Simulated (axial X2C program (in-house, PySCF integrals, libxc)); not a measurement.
# Spin–orbit effects down a group: molecules with H (ions), HF

Computed with an in-house all-electron X2C program for linear molecules (integrals from PySCF), spin-free (one-electron X2C) or two-component (2c: spin–orbit coupling with atomic mean-field Coulomb and Gaunt terms, which also bring small scalar terms), in Dyall basis sets with cores contracted in-house; open shells are unrestricted.

Basis sets: H dyall-av3z, O dyall-av3z, S dyall-av3z, Se dyall-acv3z.

```
molecule  spin-free state  Re (Å)  ωe (cm⁻¹)  De (eV)  2c state  Re 2c (Å)  ωe 2c (cm⁻¹)  De 2c (eV)
     OH⁻   M_S = 0, Λ = 0   0.943     4061.8      n/a     Ω = 0      0.943        4062.2         n/a
     SH⁻   M_S = 0, Λ = 0   1.336     2771.0     2.79     Ω = 0      1.336        2770.3        2.76
    SeH⁻   M_S = 0, Λ = 0   1.460     2470.1     2.45     Ω = 0      1.460        2464.7        2.35
```

Fragments in 2c: O + H-, S- + H, Se- + H. Each entry is the lowest single determinant of a limited PBE0 search at one distance. De goes to single-determinant-based atoms at the same level (for ions the charge split of lowest energy) and is withheld (n/a) where an atom does not fit its ground term or J level. Main or longest-lived isotopes.
